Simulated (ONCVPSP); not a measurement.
# Varying the ONCV potential for iodine

Base potential:

I (Z = 53), optimised norm-conserving Vanderbilt (ONCV), made with ONCVPSP 4.0.1 (PBE, scalar-relativistic). Core [Ar] 3d10, reference 4s2 4p6 4d10 5s2 5p5. Waves: 4s+5s: rc 1.00 bohr, ncon 4, nbas 9, qcut 11.3 1/bohr, 3 projectors, debl 3.5 Ha; 4p+5p: rc 1.55 bohr, ncon 3, nbas 6, qcut 9.1 1/bohr, 2 projectors; 4d: rc 1.05 bohr, ncon 3, nbas 8, qcut 12 1/bohr, 2 projectors, debl 2.7 Ha. Local part: polynomial inside 0.65 bohr (lpopt 5, dvloc0 1 Ha). Core correction: polynomial model core, fcfact 0.15.

All-electron outer shells of the reference configuration (PBE, scalar-relativistic, ld1.x):

| shell | level (eV) | outermost node (bohr) | outermost maximum (bohr) |
| --- | --- | --- | --- |
| 3p | -859.35 | 0.13 | 0.28 |
| 3d | -605.97 | – | 0.23 |
| 4s | -180.60 | 0.37 | 0.68 |
| 4p | -127.57 | 0.37 | 0.72 |
| 4d | -50.28 | 0.35 | 0.78 |
| 5s | -17.41 | 0.88 | 1.70 |
| 5p | -7.09 | 0.96 | 2.02 |

Cutoffs, loose and tight: the cutoffs (Ha) at which the residual kinetic energy of the hardest occupied pseudo-wave falls to 1 and 0.1 mHa per electron. They do not see the model core or the augmentation charge, which bear on the density cutoff. Test errors are all-electron minus pseudo excitation energies from the reference, over the configurations 4s2 4p6 4d10 5s2 5p4; 4s2 4p6 4d10 5s2 5p3; 4s2 4p6 4d10 5s2 5p2; 4s2 4p5 4d10 5s2 5p5. A dash means not determined; rows that change the core or the reference have their own tests.

```csv
change,outcome,"cutoff, loose","cutoff, tight",bound ghosts,GHOST(+) flags above zero,largest test error (meV)
base,generated,55 Ha,63 Ha,none,s,-148
p: qcut 7.6,generated,55 Ha,63 Ha,none,"s, p",-36
p: qcut 9.5,generated,55 Ha,63 Ha,none,s,-166
p: qcut 10.4,generated,55 Ha,63 Ha,none,s,-176
p: qcut 11.6,generated,55 Ha,63 Ha,none,s,-184
p: qcut 12.8,generated,55 Ha,63 Ha,none,s,-186
p: qcut 13.5,generated,55 Ha,63 Ha,none,s,-186
```

**Question.** What comes out with this change to the base: p: qcut 5.8?

**Answer.** outcome: generated; cutoff, loose: 55 Ha; cutoff, tight: 92 Ha; bound ghosts: none; GHOST(+) flags above zero: s, p; largest test error (meV): +258.

**Question.** What comes out with this change to the base: p: qcut 8.4?

**Answer.** outcome: generated; cutoff, loose: 55 Ha; cutoff, tight: 63 Ha; bound ghosts: none; GHOST(+) flags above zero: s; largest test error (meV): -104.

**Question.** What comes out with this change to the base: p: qcut 6.3?

**Answer.** outcome: generated; cutoff, loose: 55 Ha; cutoff, tight: 69 Ha; bound ghosts: none; GHOST(+) flags above zero: s, p; largest test error (meV): +156.

Reading the sweep of the qcut of the p channel (base included, trends over the rows without a ghost): The loose cutoff stays near 55 Ha. The median size of the test errors (rows with all tests solved) stays near 13.3 meV.
